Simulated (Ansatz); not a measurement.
Geometry optimisation, RHF/6-31G* (Ansatz).

input.yaml

```yaml
crystal:
  periodic: [false, false, false]
  atoms:
    - { symbol: B, position_ang: [0.0, 0.0, 0.0] }
    - { symbol: H, position_ang: [0.0, 0.0, 1.54] }
    - { symbol: O, position_ang: [1.2211, 0.0, -0.705] }
    - { symbol: H, position_ang: [1.5209, -0.9519, -0.8599] }
    - { symbol: O, position_ang: [-1.2211, 0.0, -0.705] }
    - { symbol: H, position_ang: [-1.7308, -0.8467, -0.4965] }
    - { symbol: "N", position_ang: [0.0829, 1.7537, 0.5833] }
    - { symbol: H, position_ang: [0.4765, 1.9752, 1.5423] }
    - { symbol: H, position_ang: [-0.2631, 2.537, -0.0414] }
    - { symbol: H, position_ang: [0.0424, 0.8968, 1.5631] }
basis:
  gaussian: { orbitals: "6-31G*" }
hamiltonian:
  xc: hf
relax:
  f_tol: 0.15
  max_steps: 25
  restrain:
    - { distance: [0, 6], at: 1.55, k: 30.0 }
    - { distance: [9, 1], at: 0.66, k: 30.0 }
    - { distance: [0, 1], at: 2.39, k: 30.0 }
    - { distance: [9, 6], at: 2.26, k: 30.0 }
```

Command:

```bash
$ ansatz run input.yaml --threads 1 --pin off --max-ram 2048MiB --backend cpu --events-out ev --progress --plain --runs-dir out
```

Where does it end, and by what steps?

It converged. The restraints hold the end off the free minimum; the threshold counts their pulls, which the force column leaves out. Restrained pairs: B1–N7 (1.85 → 1.48 Å), H2–H10 (0.90 → 0.70 Å), B1–H2 (1.54 → 2.41 Å), N7–H10 (1.30 → 2.27 Å). After 14 steps the energy has fallen by 6.997 eV (the restraints' own energy left out); H8 moved furthest, 1.28 Å.

```json
{"step": "0", "energy less start (eV)": "0.0000", "largest force component (eV/Å)": "7.085", "accepted": "yes"}
{"step": "1", "energy less start (eV)": "-2.1890", "largest force component (eV/Å)": "8.163", "accepted": "yes"}
{"step": "2", "energy less start (eV)": "-4.0002", "largest force component (eV/Å)": "5.826", "accepted": "yes"}
{"step": "3", "energy less start (eV)": "-5.4606", "largest force component (eV/Å)": "3.249", "accepted": "yes"}
{"step": "4", "energy less start (eV)": "-5.8856", "largest force component (eV/Å)": "5.953", "accepted": "yes"}
{"step": "5", "energy less start (eV)": "-6.2640", "largest force component (eV/Å)": "4.404", "accepted": "yes"}
{"step": "6", "energy less start (eV)": "-6.6438", "largest force component (eV/Å)": "1.747", "accepted": "yes"}
{"step": "7", "energy less start (eV)": "-6.8290", "largest force component (eV/Å)": "1.952", "accepted": "yes"}
{"step": "8", "energy less start (eV)": "-6.9707", "largest force component (eV/Å)": "2.331", "accepted": "yes"}
{"step": "9", "energy less start (eV)": "-6.9889", "largest force component (eV/Å)": "2.355", "accepted": "yes"}
{"step": "10", "energy less start (eV)": "-7.0034", "largest force component (eV/Å)": "2.450", "accepted": "no"}
{"step": "11", "energy less start (eV)": "-7.0001", "largest force component (eV/Å)": "2.286", "accepted": "yes"}
{"step": "12", "energy less start (eV)": "-6.9995", "largest force component (eV/Å)": "2.086", "accepted": "no"}
{"step": "13", "energy less start (eV)": "-7.0022", "largest force component (eV/Å)": "2.214", "accepted": "yes"}
{"step": "14", "energy less start (eV)": "-6.9966", "largest force component (eV/Å)": "2.180", "accepted": "yes"}
```

```xyz
10
Properties=species:S:1:pos:R:3
B 0.040 0.541 -0.211
H -0.164 -0.359 2.011
O 1.211 -0.134 -0.400
H 1.130 -1.013 -0.733
O -1.192 0.065 -0.553
H -1.212 -0.815 -0.896
N 0.112 1.885 0.401
H 0.987 2.358 0.431
H -0.669 2.497 0.319
H -0.116 0.339 2.053
```

Time of the run: 29 s on 1 thread of Intel(R) Xeon(R) Platinum 8375C CPU @ 2.90GHz (Ice Lake), with other jobs on the host, peak memory 0.14 GiB.
